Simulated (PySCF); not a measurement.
PySCF input file for CH₈O₃Si₂, SMILES C[Si](O)(O)[SiH2]O, SMD-B3LYP/6-31G*. The structure is a stationary point at TPSSh-D3(BJ)/def2-SVP. The structure was generated by enumeration, and PubChem lists no compound with its InChIKey, so it may never have been made. The values are those of a single conformer.

```python
import numpy as np
from pyscf import gto, scf, dft
from pyscf.solvent import smd

mol = gto.M(
    atom='''
    C     2.22366465    0.45978642    0.82568162
    Si    0.57013895   -0.29275154    0.37590412
    O    -0.43994875   -0.07807666    1.69418795
    O     0.74295333   -1.90191189   -0.06386572
    Si   -0.69603488    0.68424560   -1.33376018
    O    -2.18136611    0.64857636   -0.51246123
    H     2.12187992    1.53960949    1.01998866
    H     2.96385712    0.31622786    0.02227393
    H     2.62109460   -0.00634675    1.74393929
    H    -1.36485471    0.03259073    1.40711249
    H     1.15894799   -2.47798751    0.59449313
    H    -0.77489163   -0.06110757   -2.62472489
    H    -0.31465514    2.09057267   -1.67392486
    H    -2.96393064    0.97810345   -0.97615081
    ''',
    basis='6-31G*',
    charge=0,
    spin=0,
    max_memory=1600,
    verbose=3,
)
mf = dft.RKS(mol, xc='b3lyp').density_fit(auxbasis='def2-universal-jkfit')
mf.grids.level = 3
mf.conv_tol = 1e-9
mf.max_cycle = 100
mf.kernel()
res = {}
for name in ['water', 'ethanol', 'ethylethanoate']:
    s = mf.SMD()
    s.with_solvent.solvent, s.with_solvent.sasa_ng = name, 194
    s.kernel(mf.make_rdm1())
    res[name] = (s.e_tot, s.with_solvent.get_cds(), s.dip_moment(), s.mo_energy, s.converged)
    print(f'SMD {name}: dG(solv) = {(s.e_tot - mf.e_tot) * 627.509474:.3f} kcal/mol, of which CDS {res[name][1] * 627.509474:.3f}')
```

It prints:

```
converged SCF energy = -847.694710915256
converged SCF energy = -847.710025384405
Dipole moment(X, Y, Z, Debye): -0.00142,  0.75359, -0.97567
SMD water: dG(solv) = -9.610 kcal/mol, of which CDS 4.187
converged SCF energy = -847.71223908767
Dipole moment(X, Y, Z, Debye): -0.03208,  0.71377, -0.92946
SMD ethanol: dG(solv) = -10.999 kcal/mol, of which CDS 1.324
converged SCF energy = -847.704687056799
Dipole moment(X, Y, Z, Debye): -0.02098,  0.62255, -0.81092
SMD ethylethanoate: dG(solv) = -6.260 kcal/mol, of which CDS -1.781
```

Self-consistency was reached.

Cost: around 80 core-seconds (rough).
